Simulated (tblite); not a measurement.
Species: C11H12.
Atom-mapped SMILES: `[CH2:1]=[CH:2][C:3]1=[CH:4][C@@H:5]2[C:6]([C:7](=[CH2:8])[CH3:9])=[CH:10][C@H:11]12` (hydrogens: H12, H13 on C1; H14 on C2; H15 on C4; H16 on C5; H17, H18 on C8; H19, H20, H21 on C9; H22 on C10; H23 on C11)

Cartesian coordinates in Å at the GFN2-xTB level; atoms count from 1:
```
atom  x, y, z in Å
C1     3.744   -0.567    0.893
C2     3.121    0.412    0.242
C3     1.871    0.241   -0.440
C4     1.025    1.044   -1.105
C5     0.010   -0.040   -1.356
C6    -0.940   -0.269   -0.188
C7    -2.242    0.291    0.082
C8    -2.791    1.183   -0.742
C9    -2.921   -0.190    1.331
C10   -0.093   -1.092    0.450
C11    0.984   -0.987   -0.598
H12    4.679   -0.410    1.402
H13    3.330   -1.561    0.938
H14    3.545    1.408    0.204
H15    1.006    2.093   -1.338
H16   -0.348   -0.217   -2.364
H17   -3.758    1.616   -0.550
H18   -2.284    1.514   -1.632
H19   -2.312    0.050    2.201
H20   -3.041   -1.271    1.297
H21   -3.898    0.272    1.444
H22   -0.101   -1.605    1.393
H23    1.407   -1.889   -1.025
```

Method: GFN2-xTB as coded in tblite; computed harmonic values from a numerical Hessian at the method's own geometry, unscaled. Against measured fundamentals such values can be off by several per cent, at times by over 20. One conformer, not necessarily the lowest.

Harmonic wavenumbers (cm⁻¹): 56.2, 63.8, 96.2, 133.0, 157.3, 162.7, 222.4, 317.7, 344.7, 390.7, 436.2, 491.4, 519.5, 589.2, 602.8, 683.7, 698.9, 720.7, 774.1, 801.4, 878.8, 878.9, 908.7, 930.0, 939.5, 955.0, 987.0, 999.8, 1002.4, 1006.4, 1018.3, 1040.1, 1081.9, 1105.0, 1115.5, 1128.3, 1164.1, 1194.6, 1210.4, 1271.9, 1275.6, 1322.7, 1393.4, 1402.7, 1411.9, 1475.2, 1485.3, 1640.6, 1651.6, 1664.9, 1673.6, 3012.1, 3018.0, 3024.4, 3026.7, 3046.8, 3047.4, 3106.0, 3107.9, 3123.0, 3125.2, 3133.5, 3134.3.

A = 2651, B = 654.9, C = 591.0 MHz; mass 144.094 u (most abundant isotopes); point group C1, symmetry number 1.

Question: Zero-point energy?

Answer: ½Σν̃ = 41191 cm⁻¹ = 492.75 kJ/mol.

Question: Entropy at 298.15 K, 1 bar (ideal gas, RRHO, classical rotation)?

Answer: Translation 170.85, rotation 126.06, vibration 134.71: S = 431.6 J/(mol K).

Question: And Cp and H(298.15 K) − H(0)?

Answer: Cp = 183.17 J/(mol K), of which vibrations give 149.91 (their classical limit is 63 R = 523.8); H(298.15 K) − H(0) = 31.44 kJ/mol without the zero-point energy, 21.52 from vibrations.

Question: How do the functions run with temperature in this model?

Answer: 
```csv
T (K),S (J/(mol K)),Cp (J/(mol K)),H − H(0) (kJ/mol),G − H(0) (kJ/mol),ln q(vib)
50,251.1,57.9,2.13,-10.42,0.50
100,299.3,82.7,5.68,-24.25,1.83
373.15,477.3,224.9,46.76,-131.33,9.72
500,551.8,285.3,79.27,-196.65,13.53
750,684.3,366.9,161.65,-351.60,20.98
1000,797.5,418.6,260.28,-537.19,28.06
```

q(vib) and H(0) count from the zero-point level.

Question: What must be added to the electronic energy to get the Gibbs energy at 298.15 K and 1 bar?

Answer: ZPE + [H(298.15 K) − H(0)] − T·S = 492.75 + 31.44 − 128.68 = 395.51 kJ/mol.

Hindered rotation and anharmonicity are outside this model. Other conformers, if any are populated, would add a mixing term that is left out. The structure is chiral; the term R ln 2 for an equal mix with its mirror image is left out.
